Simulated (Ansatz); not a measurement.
Frontier orbitals of C$_{4}$H$_{7}$Ga.

```xyz
12

C     1.443   -0.206   -0.653
C     0.495    0.457   -0.049
C    -0.470    1.062    0.583
C    -1.895    1.106    0.120
Ga    1.734   -2.071   -0.170
H     2.043    0.298   -1.408
H    -0.222    1.578    1.508
H    -2.222    2.137   -0.042
H    -2.560    0.670    0.871
H    -2.022    0.555   -0.812
H     2.867   -2.894   -0.880
H     0.808   -2.692    0.931
```

Charge 0, multiplicity 1. Correlated methods include outer-core shells of Ga, which these sets cover unevenly. Scalar relativity is left out up to krypton. The bonds changed during the relaxation, so this is another structure than the one it started from. The geometry is a stationary point of PBE0-D4/def2-TZVP. Basis def2-TZVPP, Ansatz 0.2.0.

Orbital energies of one run (eV). Highest occupied ones, from the top: -6.36, -7.44, -8.00, -9.06, -10.19, -11.26, -11.42, -12.20, -12.53, -13.82, -17.84, -20.14, -22.09, -22.46. Empty: -1.98, 0.10, 0.27, 0.99, 1.44, 1.66.

Problem. Which functional gave them?
A. BHLYP
B. ωB97X-V
C. r2SCAN
D. HSE06 (plane-wave form)

Solution. D. HOMO energies: HSE06 -6.36, ωB97X-V -8.98, r2SCAN -5.85, BHLYP -7.72 eV.
